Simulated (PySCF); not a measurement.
Geometries of 2 isomers of C6H3F3, from PBE0-D3(BJ)/def2-SVP geometry optimisation, gas phase (PySCF 2.14.0). One conformer each, no zero-point energy, no frequencies.

**Question.** Which isomer lies lower at this level?
A.
```xyz
12
angstrom
F     -0.525    2.725    0.355
C     -0.317    1.462    0.004
C      0.991    1.000   -0.086
C      1.178   -0.327   -0.455
F      2.417   -0.794   -0.546
C      0.118   -1.184   -0.730
C     -1.167   -0.667   -0.621
F     -2.199   -1.462   -0.874
C     -1.416    0.652   -0.257
H      1.838    1.653    0.124
H      0.289   -2.221   -1.017
H     -2.432    1.035   -0.179
```
B.
```xyz
12
angstrom
F     -2.472   -1.255   -0.469
C     -1.293   -0.654   -0.344
C     -1.224    0.733   -0.389
C      0.020    1.349   -0.260
C      1.165    0.585   -0.088
F      2.355    1.160    0.038
C      1.072   -0.808   -0.044
F      2.173   -1.523    0.126
C     -0.157   -1.438   -0.172
H     -2.136    1.315   -0.524
H      0.120    2.436   -0.290
H     -0.224   -2.526   -0.138
```

**Answer.** A. That is 1,3,5-trifluorobenzene (`Fc1cc(F)cc(F)c1`), 4.6 kcal/mol below the other.

```csv
SMILES,atoms numbered as above,E (Eh),relative (kcal/mol),relative (kJ/mol),dipole (D)
Fc1cc(F)cc(F)c1,[F:1][c:2]1[cH:3][c:4]([F:5])[cH:6][c:7]([F:8])[cH:9]1,-529.02276,0.0,0.0,0.00
Fc1ccc(F)c(F)c1,[F:1][c:2]1[cH:3][cH:4][c:5]([F:6])[c:7]([F:8])[cH:9]1,-529.01543,4.6,19.3,1.28
```
